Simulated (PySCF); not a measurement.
Gas-phase reaction: (HBO2)3 + 4 Cl = 2 BCl2 + O3 + B(OH)3

Method: PySCF energies plus ideal-gas RRHO corrections (1 bar). S°(298 K) at PBE0/def2-TZVP differs from the NASA 1993 table for (HBO2)3 (+10 J/mol/K); whether the harmonic model or the table's entry is off was not settled. † marks an energy on the PBE0/def2-TZVP geometry and frequencies; other levels use their own. MP2 freezes the core. 6-31G* has spherical d functions here. Open shells (unrestricted): Cl (multiplicity 2, electronic degeneracy 6), BCl2 (multiplicity 2); the rest are closed-shell singlets. Spin-orbit splitting is ignored; it lowers the true energy and changes the entropy of Cl. MP2 isn't extrapolated to the basis-set limit; its ΔH°(298 K) is 894.8 kJ in def2-SVP and 808.0 kJ in def2-TZVPP. The harmonic model lacks anharmonicity and excited electronic states, which grow with temperature; levels with a mode under 35 cm⁻¹ are left out. Strong static correlation: O3. Internal rotation in (HBO2)3, B(OH)3 is treated as a harmonic vibration of one conformer, which makes the entropy rough.

| level | ΔE electronic, kJ | ΔH°(298 K), kJ | ΔS°(298 K), J/K | ΔG°(1600 K), kJ |
|---|---|---|---|---|
| BLYP/def2-TZVP† | 758 | 735 | 18 | 736 |
| HF/6-31G* | 1334 | 1310 | 19 | 1310 |
| HF/def2-TZVP† | 1294 | 1270 | 18 | 1272 |
| M06-2X/def2-TZVP† | 941 | 917 | 18 | 919 |
| MP2/def2-SVP† | 918 | 895 | 18 | 896 |
| PBE/def2-SVP | 719 | 694 | 18 | 695 |
| PBE0/def2-SVP† | 873 | 850 | 18 | 851 |
| PBE0/def2-TZVP | 824 | 800 | 18 | 801 |
| r2SCAN/def2-TZVP† | 781 | 758 | 18 | 759 |
| ωB97X-V/def2-TZVP† | 871 | 848 | 18 | 849 |
ΔH° is lowest at PBE/def2-SVP and highest at HF/6-31G*. No reference value is set beside these.
